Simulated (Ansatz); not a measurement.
A nudged elastic band was laid between two geometries of BH4NO + H3N (11 atoms, charge 0, multiplicity 1).

Theory: Ansatz 0.2.0, RKS B3LYP-D4/def2-mTZVP.

| Item | Value |
| --- | --- |
| movable images | 8 |
| climbing image | no |
| spring | 5.0 eV/Å² |
| optimiser | quadratic models (default) |
| start path | through a guess of the saddle point |
| force threshold | 0.05 eV/Å |
| iteration limit | 60 |
| end points | relaxed |

First end point:

```xyz
11
Properties=species:S:1:pos:R:3
B -0.067 -0.921 -0.201
O 0.584 -0.144 0.710
H 0.163 0.724 0.904
H 0.406 -1.986 -0.473
N -1.270 -0.544 -0.844
H -1.753 0.328 -0.684
H -1.729 -1.140 -1.514
N -0.476 2.426 1.426
H -1.223 2.383 2.114
H -0.766 3.090 0.712
H 0.331 2.833 1.893
```

Last end point:

```xyz
11
Properties=species:S:1:pos:R:3
B -0.640 0.783 -0.756
O 0.285 0.420 2.598
H 0.852 -0.350 2.466
H -0.016 0.869 -1.770
N -1.315 -0.417 -0.466
H -1.296 -1.211 -1.084
H -1.797 -0.598 0.403
N -0.631 1.885 0.150
H -1.320 1.987 0.883
H -0.252 2.775 -0.136
H 0.330 0.904 1.754
```

Q: Which bonds break or form, and what moves?

A: Bonds broken: B1–O2, N8–H11. Bonds formed: B1–N8, O2–H11. BH4NO + H3N becomes BH5N2 + H2O.

Q: What energy profile does the band end with?

A: The forces met the threshold. The highest image is number 8 of 0 to 9, 0.74 eV above the first end and 0.33 eV above the last; the last end lies 0.41 eV above the first. The profile has 2 maxima (images 5, 8) with wells between them (image 6): this band takes more than one step, which may be the mechanism or a detour left from its start path. No image climbed, so the highest image needn't sit at the top of the path. The orbitals stay closed-shell, which can raise the energy where a bond breaks towards radicals; this wasn't checked here.

```json
{"image": "0", "path coordinate (Å)": "0.00", "energy (eV)": "0.00", "B1–O2 (Å)": "1.36", "N8–H11 (Å)": "1.02", "B1–N8 (Å)": "3.74"}
{"image": "1", "path coordinate (Å)": "1.70", "energy (eV)": "0.06", "B1–O2 (Å)": "1.37", "N8–H11 (Å)": "1.02", "B1–N8 (Å)": "3.48"}
{"image": "2", "path coordinate (Å)": "3.39", "energy (eV)": "0.29", "B1–O2 (Å)": "1.37", "N8–H11 (Å)": "1.02", "B1–N8 (Å)": "3.29"}
{"image": "3", "path coordinate (Å)": "5.09", "energy (eV)": "0.39", "B1–O2 (Å)": "1.38", "N8–H11 (Å)": "1.02", "B1–N8 (Å)": "2.79"}
{"image": "4", "path coordinate (Å)": "6.78", "energy (eV)": "0.55", "B1–O2 (Å)": "1.48", "N8–H11 (Å)": "1.02", "B1–N8 (Å)": "1.70"}
{"image": "5", "path coordinate (Å)": "8.48", "energy (eV)": "0.58", "B1–O2 (Å)": "2.77", "N8–H11 (Å)": "2.02", "B1–N8 (Å)": "1.43"}
{"image": "6", "path coordinate (Å)": "10.17", "energy (eV)": "0.41", "B1–O2 (Å)": "3.60", "N8–H11 (Å)": "2.07", "B1–N8 (Å)": "1.43"}
{"image": "7", "path coordinate (Å)": "11.87", "energy (eV)": "0.71", "B1–O2 (Å)": "3.34", "N8–H11 (Å)": "2.07", "B1–N8 (Å)": "1.43"}
{"image": "8", "path coordinate (Å)": "13.56", "energy (eV)": "0.74", "B1–O2 (Å)": "3.26", "N8–H11 (Å)": "2.26", "B1–N8 (Å)": "1.42"}
{"image": "9", "path coordinate (Å)": "15.26", "energy (eV)": "0.41", "B1–O2 (Å)": "3.50", "N8–H11 (Å)": "2.11", "B1–N8 (Å)": "1.43"}
```

Q: What is the geometry of the highest image?

A: 
```xyz
11
Properties=species:S:1:pos:R:3
B -0.593 0.794 -0.708
O 0.611 -0.138 2.174
H 0.865 0.235 3.028
H 0.336 0.814 -1.455
N -1.441 -0.346 -0.674
H -1.048 -1.268 -0.594
H -2.385 -0.356 -0.336
N -0.756 1.912 0.148
H -1.508 2.001 0.818
H -0.242 2.769 0.011
H 0.363 0.629 1.630
```

Run time: 12 min on 2 threads of Intel(R) Xeon(R) Platinum 8259CL CPU @ 2.50GHz (Skylake/Cascade Lake) (shared host), peak memory 0.28 GiB.
